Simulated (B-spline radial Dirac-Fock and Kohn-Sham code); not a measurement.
## Two-hole binding energies of Cs⁺

System: Cs⁺, configuration [Kr] 4d10 5s2 5p6, inside a Watson sphere of charge -1 and radius 2.4 Å (a model of the Madelung potential; inside it an electron's potential energy is raised by 6.0 eV).

Input file task.json (cfg lists n, l and occupation; rrms is the nuclear radius in fm):

```json
{"items": [{
  "Z": 55,
  "q": 1,
  "cfg": [[1, 0, 2], [2, 0, 2], [2, 1, 6], [3, 0, 2], [3, 1, 6], [3, 2, 10], [4, 0, 2], [4, 1, 6], [4, 2, 10], [5, 0, 2], [5, 1, 6]],
  "A": 133,
  "rrms": 4.8041,
  "watson": [-1, 2.4],
  "do": ["binding", "quiet", "double"]
}]}
```

Run with: `python xray_run.py task.json out`

Model: Dirac-Fock energy differences between relaxed states, corrected for Breit and QED terms. Program: a radial B-spline solver. U is the two-hole binding energy less the two single-hole energies, the effective repulsion of the holes after relaxation. Each two-hole energy is an average over J within one jj subconfiguration.

```
          holes  E(a) (eV)  E(b) (eV)  E(ab) (eV)  U (eV)
   1s⁻¹ 2p1/2⁻¹    35988.5     5366.5     41615.4   260.4
   1s⁻¹ 3d5/2⁻¹    35988.5      731.9           ?       ?
        2p1/2⁻²     5366.5     5366.5     10919.5   186.6
2p1/2⁻¹ 2p3/2⁻¹     5366.5     5018.7     10551.3   166.2
        2p3/2⁻²     5018.7     5018.7     10202.2   164.8
   2s⁻¹ 3p3/2⁻¹     5727.3     1007.7      6797.3    62.3
   2s⁻¹ 3d3/2⁻¹     5727.3      745.9      6541.4    68.3
2p1/2⁻¹ 3p3/2⁻¹     5366.5     1007.7      6438.9    64.7
   2p3/2⁻¹ 3s⁻¹     5018.7     1226.3      6307.3    62.3
2p1/2⁻¹ 3d3/2⁻¹     5366.5      745.9      6178.9    66.6
        3p3/2⁻²     1007.7     1007.7      2063.3    47.9
        3d3/2⁻²      745.9      745.9      1545.5    53.8
        3d5/2⁻²      731.9      731.9      1517.3    53.5
        4d5/2⁻²      81.73      81.73       183.1    19.7
```

Task: Give the missing two-hole energy and U.

Result: E(ab) = 36787.2 eV and U = 66.8 eV.

Values without a named source are computed, but for edge energies of neutral atoms, which are taken from tables.
